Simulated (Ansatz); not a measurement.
Reaction (silylene formation by 1,1-elimination): `F[SiH]([AlH2])[GeH3]` → `[AlH2][GeH3]` + `F[SiH]`

Calculated with Ansatz (gas phase, PBE0-D4/def2-TZVP geometries, no zero-point term in ΔE). CBS: MP2 limit from def2 TZ/QZ plus the TZ coupled-cluster correction, frozen cores. This one scheme is used for every species. DFT in def2-TZVPP. HSE06 is defined as in plane-wave codes. For Ge outer-core shells are correlated without core-valence functions, which leaves a few kJ/mol of doubt a bond. Scalar relativity is left out up to krypton.

**Question.** Is it downhill or uphill in electronic energy at CCSD(T)/CBS, and by how much? (An estimate is asked.)

**Answer.** The calculation gave: Uphill: ΔE = +43.6 kcal/mol.

**Question.** What do these levels give: LDA (SPW92), r2SCANh-D4, HSE06-D4, BHLYP-D4, B2PLYP, PBE, revPBE, BLYP, r2SCANh, r2SCAN0, MP2/def2-SVP, SCS-MP2/def2-TZVPP? (Estimate.)

**Answer.** The calculation gave: LDA (SPW92) 50.9, r2SCANh-D4 49.0, HSE06-D4 48.1, BHLYP-D4 45.0, B2PLYP 41.5, PBE 44.3, revPBE 41.2, BLYP 36.3, r2SCANh 48.5, r2SCAN0 48.6, MP2/def2-SVP 42.1, SCS-MP2/def2-TZVPP 42.2 kcal/mol.

Largest T1 diagnostic among the species: 0.015.

Leaving LDA and LC-ωPBE aside and taking each functional with its dispersion term where it has one, the values, not all of them listed here, spread over 9.0 kcal/mol, from BLYP-D4 to r2SCAN0-D4. LDA lies +6.6 kcal/mol from PBE without D4. From BLYP to BHLYP (50 % exact exchange), in def2-TZVPP and without D4, ΔE moves by +5.6 kcal/mol. In def2-TZVPP, CCSD(T) changes the Hartree–Fock value by +3.0 kcal/mol (the triples alone add +0.8 kcal/mol) and MP2 by +5.7 kcal/mol.
